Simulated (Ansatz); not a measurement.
Cartesian coordinates in Å:
```
O 0.801 -1.969 2.088
B -0.051 -1.119 1.402
O -1.360 -1.032 1.855
O 0.530 0.342 1.366
C 0.315 1.125 0.401
C 0.706 2.577 0.677
F 2.008 2.653 0.935
F 0.440 3.357 -0.369
F 0.039 3.041 1.726
C -0.175 0.736 -0.834
C -0.293 -0.631 -1.021
C -0.607 -1.219 -2.397
F 0.414 -1.964 -2.813
F -1.690 -1.981 -2.335
F -0.818 -0.259 -3.296
O -0.106 -1.497 -0.123
H 1.697 -2.004 1.751
H -1.506 -1.596 2.616
H -0.342 1.439 -1.632
```

Charge 0, multiplicity 1.

Q: List the r2SCAN/def2-TZVPP orbital energies in eV (the Gaussian-basis code of Ansatz). (An estimate is asked.)

A: The calculation gave: Occupied: -668.08, -668.08, -667.99, -667.99, -667.97, -667.97, -517.85, -517.85, -515.53, -515.53, -280.68, -280.68, -277.12, -277.12, -274.51, -182.80, -35.67, -35.67, -33.25, -33.25, -33.19, -33.19, -30.21, -29.28, -26.91, -26.12, -22.32, -20.60, -19.62, -17.79, -17.43, -16.19, -16.10, -16.03, -16.01, -15.79, -15.05, -14.41, -14.10, -13.79, -13.36, -12.56, -12.54, -12.43, -12.40, -12.10, -11.85, -11.60, -11.50, -11.22, -11.11, -11.11, -10.91, -10.84, -10.83, -10.14, -9.26, -8.86, -8.83, -7.93, -7.74, -7.53. Lowest empty: -4.13, -0.73, 0.72, 1.66, 1.79, 1.92, 2.39, 2.47.
